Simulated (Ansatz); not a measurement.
Harmonic frequencies (cm⁻¹) at PBE0-D4/def2-TZVP from Ansatz: 28, 65, 126, 170, 202, 246, 282, 463, 550, 580, 721, 791, 806, 829, 892, 922, 2260, 2260.

Each molecule was computed in one conformer, which needn't be the lowest.

Q: Which molecule is it?
A. `[OH][GeH2][SiH](O)Cl`
B. `F[SiH](F)[SiH](Cl)Cl`
C. `F[Si@@H](Cl)[Si@@H](F)Cl`
D. `F[Si](F)(Cl)[SiH2]Cl`

A: C.
